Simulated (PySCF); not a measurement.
Computed shifts of a molecule C2H6ClFSi, HF/pcSseg-1 run with PySCF, GIAO, gas phase, atoms alike by connectivity averaged where their shifts nearly agree, in ppm (number of nuclei): ²⁹Si: 8.6 (1). ¹⁹F: -134.1 (1). ¹³C: 11.1 (1), 7.5 (1). ¹H: 5.16 (1), 1.54 (3), 1.02 (1), 0.64 (1). References: ²⁹Si against TMS (σ = 393.8 ppm); ¹⁹F against CFCl3 (σ = 238.5 ppm); ³⁵Cl against HCl (σ = 958.2 ppm); ¹³C against TMS (σ = 192.6 ppm); ¹H against TMS (σ = 31.99 ppm), references at their B3LYP-D3(BJ)/def2-TZVP geometries, non-relativistic (without spin–orbit terms, shifts of atoms bonded to Cl or Br come out too high). Coordinates come from a PBE0-D3(BJ)/def2-SVP optimisation. The values are those of a single conformer.

### Question
Pick the molecule that these values belong to.
(A) CC[SiH](F)Cl
(B) C[Si](C)(F)Cl
(C) F[C@@H](Cl)C[SiH3]
(D) C[Si@H](Cl)CF

### Answer
A, CC[SiH](F)Cl
